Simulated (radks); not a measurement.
The numbers below are computed, except where a source is named.
Zr IV, configuration [Kr] 4d1. Level of theory: Dirac Kohn-Sham, PBE, spin-unpolarised, spherical densities, finite nucleus; open shells fill j = l - 1/2 first; Fermi nuclear charge, rms radius 4.2694 fm (a radial shooting solver on a logarithmic mesh with Libxc functionals).

Normalised radial functions P(r) = r R(r) (large component), r in bohr:

r,4p1/2,4d3/2
0.00282,0.0037,0.0000
0.00323,0.0046,0.0000
0.003701,0.0057,0.0000
0.00424,0.0071,0.0000
0.004858,0.0088,0.0001
0.005566,0.0110,0.0001
0.006377,0.0137,0.0001
0.007306,0.0171,0.0002
0.008303,0.0210,0.0002
0.009513,0.0262,0.0004
0.0109,0.0327,0.0005
0.01249,0.0406,0.0008
0.01431,0.0503,0.0011
0.01639,0.0621,0.0016
0.01878,0.0763,0.0023
0.02151,0.0931,0.0032
0.02465,0.1129,0.0046
0.02801,0.1343,0.0065
0.03209,0.1599,0.0092
0.03677,0.1880,0.0129
0.04212,0.2180,0.0180
0.04826,0.2483,0.0250
0.05529,0.2770,0.0343
0.06335,0.3013,0.0465
0.07258,0.3175,0.0624
0.08315,0.3212,0.0826
0.0945,0.3091,0.1059
0.1083,0.2753,0.1356
0.124,0.2165,0.1701
0.1421,0.1314,0.2087
0.1628,0.0219,0.2496
0.1865,-0.1055,0.2899
0.2137,-0.2393,0.3258
0.2448,-0.3635,0.3522
0.2805,-0.4586,0.3634
0.3188,-0.5039,0.3550
0.3653,-0.4893,0.3211
0.4185,-0.4011,0.2584
0.4794,-0.2405,0.1663
0.5493,-0.0206,0.0472
0.6293,0.2343,-0.0932
0.721,0.4928,-0.2461
0.826,0.7210,-0.4005
0.9464,0.8895,-0.5442
1.076,0.9741,-0.6578
1.232,0.9775,-0.7439
1.412,0.8993,-0.7863
1.617,0.7611,-0.7819
1.853,0.5922,-0.7334
2.123,0.4224,-0.6494
2.432,0.2748,-0.5417
2.787,0.1617,-0.4237
3.193,0.0850,-0.3078
3.629,0.0413,-0.2107
4.157,0.0166,-0.1280
4.763,0.0057,-0.0694
5.457,0.0016,-0.0331
6.252,0.0004,-0.0136

4p1/2: eigenvalue -60.382 eV, 2 radial nodes at r = 0.167, 0.556 bohr, <r> = 1.32 bohr, 90 % of the charge inside 1.95 bohr. 4d3/2: eigenvalue -28.291 eV, 1 radial node at r = 0.576 bohr, <r> = 1.83 bohr, 90 % of the charge inside 2.82 bohr.
